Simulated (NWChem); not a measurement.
Molecule: C3H8Si; SMILES [SiH3]C1CC1

Results from NWChem. Pople sets run with spherical d functions. All runs use the structure optimised with PBE0/def2-SVP. B3LYP is NWChem's, with the RPA form of VWN correlation. Level: B3LYP/6-31G* with SMD (1 M gas to 1 M solution), gas-phase geometry. Reactions with the solvent are ignored.

Order these by “cavity-dispersion-structure term (kcal/mol)”, lowest first: 1-octanol; ethyl acetate; toluene; water.

toluene (-2.0), ethyl acetate (-1.4), 1-octanol (-0.8), water (3.0)
